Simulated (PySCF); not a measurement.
Calculation: PBE0-D4/def2-TZVP // PBE0-D3(BJ)/def2-SVP (PySCF). Isolated molecules, 0 K electronic values unless said otherwise. One relaxed conformer stands for a flexible species; it need not be the lowest. Delta-SCF ions had no search for a lower state. Excitations are Tamm–Dancoff values on a coarser integration grid. The basis has no diffuse functions, so Rydberg states are missing or too high.

Reference species (SMILES): `[CH3][GeH2][GeH2][GeH2][GeH2][GeH2][CH3]` (neutral, multiplicity 1).

The S1 excitation (TDA) is 5.90 eV, the T1 excitation (TDA) comes out as 4.98 eV and the vertical ionisation energy (Delta-SCF) is 8.41 eV.

After one change: the S1 excitation (TDA) rises by 0.91 eV; the T1 excitation (TDA) rises by 1.12 eV; the vertical ionisation energy (Delta-SCF) goes up by 1.06 eV.

Task: Name the change that produced these shifts. The new species is one of these.
(A) `[CH3][GeH2][GeH2][CH3]` (C–Ge–Ge–C torsion 179°)
(B) `[CH3][GeH2][GeH2][GeH2][CH3]` (C–Ge–Ge–Ge torsion 180°, Ge–Ge–Ge–C torsion 180°)
(C) `[CH3][GeH2][GeH2][GeH2][GeH2][GeH2][GeH2][CH3]`
(D) `[CH3][GeH2][CH3]`

Result: A, `[CH3][GeH2][GeH2][CH3]` (C–Ge–Ge–C torsion 179°)
